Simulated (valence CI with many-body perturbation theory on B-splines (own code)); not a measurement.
# E1 transitions of F3+

Computed by relativistic CI+MBPT: four valence electrons over a frozen Dirac-Fock core [He], a basis of 11 s, 11 p, 10 d, 8 f, 5 g, 2 h functions for each j, with the one-electron correlation potential Σ1 (screened to all orders), the two-electron term Σ2, the three-electron term Σ3, Breit, model QED; selected single and double excitations, second order for the rest, scaled by the run's own slope (own B-spline code, finite nucleus).

Set against measurement, 48 paired levels are off by 141 cm⁻¹ on average, the worst by 849. These come from a selection out of Moore, Atomic Energy Levels, vol. I, NSRDS-NBS 35 (1971 reprint of NBS Circular 467, 1949), an old analysis. Levels without a partner in it may be off by more. Among the levels kept, up to 2200 cm⁻¹ of a level comes from second order outside the variational space, and about a tenth of that is noise between levels of different J, which matters for small intervals. 1 measured level below the end of the list, from 492395 cm⁻¹ on, found no clear computed partner, and computed levels of the same name lie up to 459 cm⁻¹ from them.

Lines 301 to 350 of 560 in falling wavelength, among levels below 647726 cm⁻¹, chosen from the strongest by gf and those to the six lowest levels. Wavelengths and rates use the calculated energies, so an error of 100 cm⁻¹ moves a line at 1977 Å by 0.2 % and its rate by three times that or more. Electric multipoles are in the length gauge, E1 and E2 with the static RPA response of the core. Weak lines are less certain than strong ones. Lines between different terms over intervals too small for the method are left out, as are lines whose strength nearly cancels. Where a level lies close to another of its J and parity, the split of strength between their lines is uncertain. The highest levels of a list are the least certain.

Names give the largest LS component (configuration and term), which can be under half, so a name can repeat, a term be missing and a line seem to break the LS rules; names also repeat where a configuration has a term twice. Letters in brackets count levels of one name in rising energy.

```
λ vac (Å)                Upper               Lower   A (s⁻¹)  S (a.u.) with core polarisation  S without
     1977       2s 2p2 3d 3P_2     2s 2p2 3p 3S°_1  2.76e+08                         5.27e+00   5.27e+00
     1971      2s 2p2 3p 5S°_2      2s 2p2 3s 5P_1  9.99e+07                         1.89e+00   1.89e+00
     1968       2s 2p2 3d 3P_1     2s 2p2 3p 3S°_1  2.74e+08                         3.09e+00   3.09e+00
     1917  2s 2p2 3p 3P°_2 [b]      2s 2p2 3s 3D_3  2.75e+08                         4.78e+00   4.78e+00
     1915  2s 2p2 3p 3P°_1 [b]      2s 2p2 3s 3D_2  2.42e+08                         2.51e+00   2.52e+00
     1873      2s2 2p 5d 3F°_3      2s2 2p 4p 3D_2  9.22e+07                         2.09e+00   2.09e+00
     1864      2s2 2p 5d 3F°_4      2s2 2p 4p 3D_3  1.43e+08                         4.12e+00   4.12e+00
     1840      2s2 2p 5d 3D°_3      2s2 2p 4p 3P_2  1.33e+08                         2.86e+00   2.86e+00
     1838      2s2 2p 5d 3D°_2      2s2 2p 4p 3P_1  9.64e+07                         1.48e+00   1.48e+00
     1829      2s2 2p 5d 3P°_2      2s2 2p 4p 3P_2  9.82e+07                         1.48e+00   1.48e+00
     1763       2s2 2p 3p 1S_0     2s2 2p 3s 1P°_1  6.70e+08                         1.81e+00   1.81e+00
     1706      2s2 2p 3d 1P°_1      2s2 2p 3p 1P_1  3.09e+08                         2.27e+00   2.27e+00
     1437      2s2 2p 4d 3D°_3  2s 2p2 3s 3P_2 [a]  1.14e+08                         1.17e+00   1.17e+00
     1422       2s2 2p 4p 1D_2     2s2 2p 3d 1F°_3  2.50e+08                         1.78e+00   1.78e+00
     1363       2s2 2p 4p 3S_1     2s2 2p 3d 3P°_2  3.19e+08                         1.20e+00   1.20e+00
     1334       2s 2p2 3s 3D_3     2s2 2p 3d 3F°_4  1.54e+08                         1.27e+00   1.27e+00
     1267       2s2 2p 4p 3P_2     2s2 2p 3d 3D°_3  2.09e+08                         1.05e+00   1.05e+00
     1201       2s2 2p 4p 3D_3     2s2 2p 3d 3F°_4  1.97e+08                         1.18e+00   1.18e+00
     1156       2s2 2p 4f 1F_3     2s2 2p 3d 1F°_3  2.48e+08                         1.33e+00   1.33e+00
     1150       2s2 2p 4f 3D_2     2s2 2p 3d 1P°_1  8.47e+08                         3.18e+00   3.18e+00
     1146       2s2 2p 4f 1D_2     2s2 2p 3d 1P°_1  1.88e+09                         7.00e+00   7.00e+00
     1143       2s2 2p 4f 3G_4     2s2 2p 3d 1F°_3  4.39e+08                         2.91e+00   2.91e+00
     1135       2s2 2p 4f 1G_4     2s2 2p 3d 1F°_3  2.87e+09                         1.87e+01   1.87e+01
     1103  2s 2p2 3p 3D°_3 [a]      2s2 2p 3p 3P_2  2.26e+08                         1.05e+00   1.05e+00
     1093      2s2 2p 4s 1P°_1      2s2 2p 3p 1D_2  1.21e+09                         2.33e+00   2.33e+00
     1087       2s 2p2 4s 5P_2     2s 2p2 3p 5S°_2  3.71e+08                         1.18e+00   1.18e+00
     1083       2s 2p2 4s 5P_3     2s 2p2 3p 5S°_2  3.86e+08                         1.69e+00   1.69e+00
     1076       2s2 2p 4f 3D_2     2s2 2p 3d 3P°_1  1.42e+09                         4.37e+00   4.37e+00
     1075       2s2 2p 4f 3D_3     2s2 2p 3d 3P°_2  2.73e+09                         1.17e+01   1.17e+01
     1075       2s2 2p 4f 3D_1     2s2 2p 3d 3P°_0  1.60e+09                         2.94e+00   2.94e+00
     1074       2s2 2p 4f 3D_2     2s2 2p 3d 3P°_2  5.15e+08                         1.58e+00   1.57e+00
     1074       2s2 2p 4f 3D_1     2s2 2p 3d 3P°_1  1.29e+09                         2.37e+00   2.37e+00
     1073       2s2 2p 4f 1D_2     2s2 2p 3d 3P°_1  6.67e+08                         2.03e+00   2.03e+00
     1071       2s2 2p 4f 1D_2     2s2 2p 3d 3P°_2  3.06e+08                         9.25e-01   9.25e-01
     1059       2s2 2p 4f 1F_3     2s2 2p 3d 3D°_2  7.54e+08                         3.10e+00   3.10e+00
     1059       2s2 2p 4f 3F_4     2s2 2p 3d 3D°_3  2.68e+09                         1.41e+01   1.41e+01
     1059       2s2 2p 4f 3F_2     2s2 2p 3d 3D°_2  3.71e+08                         1.09e+00   1.09e+00
     1058       2s2 2p 4f 3F_3     2s2 2p 3d 3D°_2  1.95e+09                         7.97e+00   7.97e+00
     1057       2s2 2p 4f 3F_2     2s2 2p 3d 3D°_1  2.80e+09                         8.15e+00   8.15e+00
     1049       2s2 2p 4f 3G_4     2s2 2p 3d 3D°_3  5.42e+08                         2.78e+00   2.78e+00
     1049       2s2 2p 4f 3G_3     2s2 2p 3d 3D°_2  3.13e+08                         1.25e+00   1.25e+00
     1045       2s2 2p 4f 3D_3     2s2 2p 3d 3D°_3  6.57e+08                         2.59e+00   2.59e+00
     1043       2s2 2p 4f 3D_2     2s2 2p 3d 3D°_2  3.82e+08                         1.07e+00   1.07e+00
     1011       2s2 2p 4f 3F_4     2s2 2p 3d 3F°_4  1.78e+08                         8.17e-01   8.17e-01
     1009       2s2 2p 4f 1F_3     2s2 2p 3d 3F°_2  1.01e+09                         3.59e+00   3.59e+00
     1008       2s2 2p 4f 3F_4     2s2 2p 3d 3F°_3  6.90e+08                         3.14e+00   3.14e+00
     1004       2s2 2p 4f 1F_3     2s2 2p 3d 1D°_2  1.49e+09                         5.21e+00   5.21e+00
     1003      2s2 2p 4s 3P°_2      2s2 2p 3p 3P_2  8.60e+08                         2.14e+00   2.14e+00
     1003       2s2 2p 4f 3F_3     2s2 2p 3d 1D°_2  1.42e+09                         4.94e+00   4.94e+00
     1002       2s2 2p 4f 3G_4     2s2 2p 3d 3F°_4  4.23e+08                         1.89e+00   1.89e+00
```
